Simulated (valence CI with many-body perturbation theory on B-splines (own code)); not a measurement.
## Level structure of I21+

Computed by relativistic CI+MBPT: four valence electrons over a frozen Dirac-Fock core [Ar] 3d10, a basis of 9 s, 9 p, 8 d, 6 f, 3 g, 1 h functions for each j, with the one-electron correlation potential Σ1, the two-electron term Σ2, the three-electron term Σ3, Breit, model QED; selected CI, second order for the rest, scaled by the run's own slope (own B-spline code, finite nucleus).

No measured levels were compared; by estimate levels hold to about 250 cm⁻¹ or 0.2 % of their energy and the worst to 1 %, as in measured heavy ions of charge 2 to 7; those with d or f electrons hold less well.

Levels 1 to 34 of 34, with energies above the lowest level, (4s^2 4p1/2^2) J=0. "Leading %" is the weight of the configuration and term that name the level; weights of strongly mixed levels are sums over their largest components and can fall short, so below about 35 % the name and the second component can differ from the true leading terms, or belong to a minority configuration. In the jj column 3d3/2^4 stands for four electrons in 3d with j = 3/2. Lifetimes count E1, E2, E3, M1 and M2 decay at the calculated energies, and are blank where another channel may lead or the interval is too uncertain; long ones can be off by a factor of two.

```tsv
No.	Configuration	Term	J	E (eV)	Leading %	g	Lifetime	Second component	Leading jj
1	4s²4p²	³P	0	0.00	78			21 % 4s²4p² ¹S	4s^2 4p1/2^2 (97 %)
2	4s²4p²	³P	1	12.46	98	1.500	69.7 μs		4s^2 4p1/2 4p3/2 (98 %)
3	4s²4p²	¹D	2	14.82	53	1.229	7.47 ms	45 % 4s²4p² ³P	4s^2 4p1/2 4p3/2 (97 %)
4	4s²4p²	³P	2	29.10	53	1.269	30.1 μs	45 % 4s²4p² ¹D	4s^2 4p3/2^2 (96 %)
5	4s²4p²	¹S	0	34.80	77		14.7 μs	21 % 4s²4p² ³P	4s^2 4p3/2^2 (96 %)
6	4s4p³	⁵S°	2	58.76	66	1.798	357 ps	25 % 4s4p³ ³P°	4s 4p1/2^2 4p3/2 (77 %)
7	4s4p³	³D°	1	67.54	57	0.856	35.0 ps	22 % 4s4p³ ³P°	4s 4p1/2^2 4p3/2 (77 %)
8	4s4p³	³D°	2	71.87	58	1.399	114 ps	24 % 4s4p³ ⁵S°	4s 4p1/2 4p3/2^2 (80 %)
9	4s4p³	³D°	3	75.76	94	1.332	126 ps	5 % 4s²4p4d ³D°	4s 4p1/2 4p3/2^2 (94 %)
10	4s4p³	³P°	0	80.74	95		38.0 ps		4s 4p1/2 4p3/2^2 (95 %)
11	4s4p³	³P°	1	82.46	59	1.284	24.7 ps	23 % 4s4p³ ³D°	4s 4p1/2 4p3/2^2 (82 %)
12	4s4p³	¹D°	2	83.14	44	1.164	27.2 ps	19 % 4s4p³ ³D°	4s 4p1/2 4p3/2^2 (68 %)
13	4s4p³	³S°	1	88.47	49	1.524	6.64 ps	32 % 4s4p³ ¹P°	4s 4p1/2 4p3/2^2 (80 %)
14	4s4p³	³P°	2	93.64	36	1.184	65.9 ps	18 % 4s²4p4d ³F°	4s 4p3/2^3 (60 %)
15	4s²4p4d	³F°	2	96.88	66	0.826	22.9 ps	20 % 4s4p³ ¹D°	4s^2 4p1/2 4d3/2 (60 %)
16	4s²4p4d	³F°	3	101.77	82	1.100	27.0 ps	8 % 4s²4p4d ³D°	4s^2 4p1/2 4d5/2 (79 %)
17	4s4p³	¹P°	1	103.85	37	1.261	6.40 ps	26 % 4s4p³ ³S°	4s 4p3/2^3 (65 %)
18	4s²4p4d	³P°	2	104.58	48	1.280	5.59 ps	21 % 4s²4p4d ³D°	4s^2 4p1/2 4d5/2 (87 %)
19	4s²4p4d	³D°	1	105.58	53	0.887	3.34 ps	15 % 4s²4p4d ³P°	4s^2 4p1/2 4d3/2 (70 %)
20	4s²4p4d	³F°	4	112.72	98	1.249	68.0 μs		4s^2 4p3/2 4d5/2 (98 %)
21	4s²4p4d	¹D°	2	115.48	41	1.037	4.13 ps	36 % 4s²4p4d ³D°	4s^2 4p3/2 4d3/2 (68 %)
22	4s²4p4d	³P°	0	116.80	94		4.74 ps		4s^2 4p3/2 4d3/2 (94 %)
23	4s²4p4d	³D°	3	117.64	65	1.243	3.64 ps	15 % 4s²4p4d ³F°	4s^2 4p3/2 4d3/2 (54 %)
24	4s²4p4d	³P°	1	117.96	65	1.214	4.16 ps	25 % 4s²4p4d ³D°	4s^2 4p3/2 4d3/2 (81 %)
25	4s²4p4d	³P°	2	119.81	44	1.303	4.69 ps	33 % 4s²4p4d ³D°	4s^2 4p3/2 4d5/2 (68 %)
26	4s²4p4d	¹F°	3	125.44	76	1.070	3.29 ps	20 % 4s²4p4d ³D°	4s^2 4p3/2 4d5/2 (66 %)
27	4s²4p4d	¹P°	1	127.41	76	0.966	4.61 ps	11 % 4s²4p4d ³D°	4s^2 4p3/2 4d5/2 (81 %)
28	4p⁴	³P	2	131.98	57	1.354	20.7 ps	22 % 4p⁴ ¹D	4p1/2^2 4p3/2^2 (80 %)
29	4p⁴	³P	0	138.24	45		14.8 ps	40 % 4p⁴ ¹S	4p1/2^2 4p3/2^2 (81 %)
30	4s4p²4d	⁵F	1	140.55	69	0.280	153 ps	15 % 4s4p²4d ³D	4s 4p1/2^2 4d3/2 (77 %)
31	4s4p²4d	⁵F	2	142.22	56	1.151	65.5 ps	20 % 4s4p²4d ⁵D	4s 4p1/2^2 4d3/2 (53 %)
32	4p⁴	³P	1	145.51	71	1.427	17.4 ps	19 % 4s4p²4d ³P	4p1/2 4p3/2^3 (71 %)
33	4s4p²4d	⁵F	3	145.61	44	1.364	40.2 ps	32 % 4s4p²4d ⁵D	4s 4p1/2^2 4d5/2 (64 %)
34	4p⁴	¹D	2	146.91	53	1.137	23.8 ps	21 % 4p⁴ ³P	4p1/2 4p3/2^3 (73 %)
```

The ionisation energy to 4s²4p ²P°1/2 of the next ion comes out as 650.02 eV (NIST: 649 ± 4 eV (theoretical)). All 34 levels together are meant to be complete up to 147.92 eV.
